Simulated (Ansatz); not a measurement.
Start from `C[SiH](N)N` and change one atom or group to get `C[SiH](N)CN`.

Ansatz, PBE0-D4/def2-TZVP geometries, multiplicity 1. Each molecule was computed in one conformer, which needn't be the lowest.

| property | `C[SiH](N)N` |
| --- | --- |
| LUMO energy (ωB97M-V/def2-TZVPP) / eV | 2.43 |
| HOMO energy (ωB97M-V/def2-TZVPP) / eV | -9.37 |
| HOMO energy (PBE/def2-TZVPP) / eV | -5.63 |
| HOMO energy (PBE0/def2-TZVPP) / eV | -7.02 |
| size of the dipole moment (PBE/def2-TZVPP) / D | 0.57 |
| size of the dipole moment (ωB97M-V/def2-TZVPP) / D | 0.52 |

Task: What does the change do to each property? (An estimate is asked.)

Result: The calculation gave: 
```json
{"property": "LUMO energy (ωB97M-V/def2-TZVPP) / eV", "`C[SiH](N)CN`": "2.14", "shift": "-0.29"}
{"property": "HOMO energy (ωB97M-V/def2-TZVPP) / eV", "`C[SiH](N)CN`": "-9.00", "shift": "0.37"}
{"property": "HOMO energy (PBE/def2-TZVPP) / eV", "`C[SiH](N)CN`": "-5.12", "shift": "0.51"}
{"property": "HOMO energy (PBE0/def2-TZVPP) / eV", "`C[SiH](N)CN`": "-6.60", "shift": "0.42"}
{"property": "size of the dipole moment (PBE/def2-TZVPP) / D", "`C[SiH](N)CN`": "1.41", "shift": "0.84"}
{"property": "size of the dipole moment (ωB97M-V/def2-TZVPP) / D", "`C[SiH](N)CN`": "1.47", "shift": "0.95"}
```

With PBE0 the HOMO rises by 0.42 eV and the LUMO falls by 0.31 eV, so the gap narrows by about 0.73 eV. PBE moves the HOMO by 0.51 eV and ωB97M-V by 0.37 eV. Dipoles are sizes alone; their direction can turn.
